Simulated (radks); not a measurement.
Results of a calculation; reference values are marked as such.
Task: Ne+, 9 electrons, occupied as [He] 2s2 2p5. Code: a radial shooting solver on a logarithmic mesh with Libxc functionals. Model: scalar-relativistic Kohn-Sham, PBEsol, spin-unpolarised, spherical densities, finite nucleus; Fermi nuclear charge, rms radius 3.0055 fm. Some entries of the table are withheld. Estimate them.

orbital  occ.  eigenvalue (eV)  r(max) (bohr)  <1/r> (bohr^-1)
1s          2              (1)         0.1028            9.612
2s          2         -55.4197         0.6731              (2)
2p          5         -32.1847            (3)              (4)

Result: 
(1) 1s eigenvalue (eV): -850.8881
(2) 2s <1/r> (bohr^-1): 1.689
(3) 2p r(max) (bohr): 0.6034
(4) 2p <1/r> (bohr^-1): 1.539
